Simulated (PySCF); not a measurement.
C2H6AlN, singlet, PBE0/def2-SVP optimised geometry.

```
10

Al    -0.43    -0.10     0.00
H     -1.17     1.32     0.00
H     -1.17    -1.32     0.73
H      1.17    -0.10     0.00
C     -1.18    -1.31    -4.41
C     -0.94    -0.94    -3.04
N     -0.76    -0.63    -1.94
H     -1.68    -0.49    -4.94
H     -1.81    -2.21    -4.45
H     -0.22    -1.53    -4.91
```

Density from PBE0/def2-TZVP in PySCF at that geometry.

Minimum of the electron density along straight lines between bonded atoms, close to the bond critical point (lines longer than 1.1 times the sum of covalent radii, or with two minima, are not listed):

```json
[
 {"bond": "Al1–H2", "length / Å": "1.604", "ρ at the minimum / e bohr⁻³": "0.078", "∇²ρ there / e bohr⁻⁵": "0.20", "position (fraction from the first atom)": "0.50"},
 {"bond": "Al1–H3", "length / Å": "1.604", "ρ at the minimum / e bohr⁻³": "0.078", "∇²ρ there / e bohr⁻⁵": "0.20", "position (fraction from the first atom)": "0.50"},
 {"bond": "Al1–H4", "length / Å": "1.604", "ρ at the minimum / e bohr⁻³": "0.078", "∇²ρ there / e bohr⁻⁵": "0.20", "position (fraction from the first atom)": "0.50"},
 {"bond": "C5–C6", "length / Å": "1.446", "ρ at the minimum / e bohr⁻³": "0.272", "∇²ρ there / e bohr⁻⁵": "-0.76", "position (fraction from the first atom)": "0.44"},
 {"bond": "Al1–N7", "length / Å": "2.039", "ρ at the minimum / e bohr⁻³": "…", "∇²ρ there / e bohr⁻⁵": "0.26", "position (fraction from the first atom)": "0.41"},
 {"bond": "C6–N7", "length / Å": "1.152", "ρ at the minimum / e bohr⁻³": "0.486", "∇²ρ there / e bohr⁻⁵": "…", "position (fraction from the first atom)": "0.35"},
 {"bond": "C5–H8", "length / Å": "1.100", "ρ at the minimum / e bohr⁻³": "0.273", "∇²ρ there / e bohr⁻⁵": "-0.93", "position (fraction from the first atom)": "0.65"},
 {"bond": "C5–H9", "length / Å": "1.100", "ρ at the minimum / e bohr⁻³": "0.273", "∇²ρ there / e bohr⁻⁵": "-0.93", "position (fraction from the first atom)": "0.65"},
 {"bond": "C5–H10", "length / Å": "1.100", "ρ at the minimum / e bohr⁻³": "0.273", "∇²ρ there / e bohr⁻⁵": "-0.93", "position (fraction from the first atom)": "0.65"}
]
```

Question: What belongs in the gaps?

Answer: 
- Al1–N7, ρ at the minimum / e bohr⁻³: 0.046
- C6–N7, ∇²ρ there / e bohr⁻⁵: -0.01
